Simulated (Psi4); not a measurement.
CH3Se2 (SMILES C[Se][Se]), doublet, at a GFN2-xTB geometry; BHHLYP/STO-3G (Psi4).

The Psi4 input:
```
memory 2 GB

molecule mol {
0 2
  C    -2.115472   -0.418797    0.074881
  Se   -0.554195    0.772414   -0.092372
  Se    1.138492   -0.643262    0.069978
  H    -2.072655   -0.923079    1.036731
  H    -3.009808    0.192204    0.006492
  H    -2.090800   -1.147513   -0.731129
}

set basis sto-3g
set reference uks
set scf_type pk
set puream true
set d_convergence 1e-8
set dft_radial_points 99
set dft_spherical_points 590

energy('bhhlyp')
print_variables()
```

The log (banner, timings and long lists left out):

```
   => Loading Basis Set <=

    Name: STO-3G
    Role: ORBITAL
    Keyword: BASIS

         ---------------------------------------------------------
                                   SCF
               by Justin Turney, Rob Parrish, Andy Simmonett
                          and Daniel G. A. Smith
                              UKS Reference
         ---------------------------------------------------------

  ==> Geometry <==

    Molecular point group: c1
    Full point group: C1

    Geometry (in Angstrom), charge = 0, multiplicity = 2:

       Center              X                  Y                   Z               Mass
    ------------   -----------------  -----------------  -----------------  -----------------
         C           -2.195994739609    -0.438257116227     0.078178231627    12.000000000000
         SE          -0.634717739609     0.752953883773    -0.089074768373    79.916521800000
         SE           1.057969260391    -0.662722116227     0.073275231627    79.916521800000
         H           -2.153177739609    -0.942539116227     1.040028231627     1.007825032230
         H           -3.090330739609     0.172743883773     0.009789231627     1.007825032230
         H           -2.171322739609    -1.166973116227    -0.727831768373     1.007825032230

  Running in c1 symmetry.

  Rotational constants: A =      0.35860  B =      0.06997  C =      0.05920 [cm^-1]
  Rotational constants: A =  10750.53334  B =   2097.66037  C =   1774.91704 [MHz]
  Nuclear repulsion =  410.232589208036472

  Charge       = 0
  Multiplicity = 2
  Electrons    = 77
  Nalpha       = 39
  Nbeta        = 38

  ==> Algorithm <==

  SCF Algorithm Type is PK.
  DIIS enabled.
  MOM disabled.
  Fractional occupation disabled.
  Guess Type is SAD.
  Energy threshold   = 1.00e-06
  Density threshold  = 1.00e-08
  Integral threshold = 1.00e-12

  ==> Primary Basis <==

  Basis Set: STO-3G
    Blend: STO-3G
    Number of shells: 22
    Number of basis functions: 44
    Number of Cartesian functions: 46
    Spherical Harmonics?: true
    Max angular momentum: 2

  ==> DFT Potential <==

   => LibXC <=

    Version 7.1.2
    S. Lehtola, C. Steigemann, M. J. T. Oliveira, and M. A. L. Marques,  SoftwareX 7, 1–5 (2018) (10.1016/j.softx.2017.11.002)

   => Composite Functional: BHANDHLYP <=

    BHandHLYP Hyb-GGA Exchange-Correlation Functional

    A. D. Becke,  J. Chem. Phys. 98, 1372 (1993) (10.1063/1.464304)
    Defined through Gaussian implementation.

[...]
      Ntotal   =   76.9999939900 ; deviation = -6.010e-06

   @Spin Contamination Metric:   7.900941312E-04
   @S^2 Expected:                7.500000000E-01
   @S^2 Observed:                7.507900941E-01
   @S   Expected:                5.000000000E-01
   @S   Observed:                5.000000000E-01

    Orbital Energies [Eh]
    ---------------------

    Alpha Occupied:

[...]
    Alpha Virtual:

[...]
    Beta Occupied:

[...]
    Beta Virtual:

[...]
    Final Occupation by Irrep:
              A
    DOCC [    38 ]
    SOCC [     1 ]
    NA   [    39 ]
    NB   [    38 ]

  @UKS Final Energy: -4789.37293833786862

   => Energetics <=

    Nuclear Repulsion Energy =            410.2325892080364724
    One-Electron Energy =               -7521.5925528606048829
    Two-Electron Energy =                2414.7733288857293701
    DFT Exchange-Correlation Energy =     -92.7863035710300750
    Empirical Dispersion Energy =           0.0000000000000000
    VV10 Nonlocal Energy =                  0.0000000000000000
    Total Energy =                      -4789.3729383378695275

  UHF NO Occupations:
  HONO-2 :   37  A 1.9999214
  HONO-1 :   38  A 1.9996859
  HONO-0 :   39  A 1.0000000
  LUNO+0 :   40  A 0.0003141
  LUNO+1 :   41  A 0.0000786
  LUNO+2 :   42  A 0.0000015
  LUNO+3 :   43  A 0.0000008

Computation Completed

Properties will be evaluated at   0.000000,   0.000000,   0.000000 [a0]

Properties computed using the SCF density matrix

 Multipole Moments:

 ------------------------------------------------------------------------------------
     Multipole            Electronic (a.u.)      Nuclear  (a.u.)        Total (a.u.)
 ------------------------------------------------------------------------------------

 L = 1.  Multiply by 2.5417464519 to convert [e a0] to [Debye]
 Dipole X            :         11.0079942          -11.7167705           -0.7087763
 Dipole Y            :          2.6729706           -2.8316241           -0.1586535
 Dipole Z            :         -0.4523298            0.4797463            0.0274165
 Magnitude           :                                                    0.7268332

 ------------------------------------------------------------------------------------

  Variable Map:
  ----------------------------------------------------------------------------
[...]
  Array Variable Map:
  ----------------------------------------------------------------------------
[...]
[...]
```
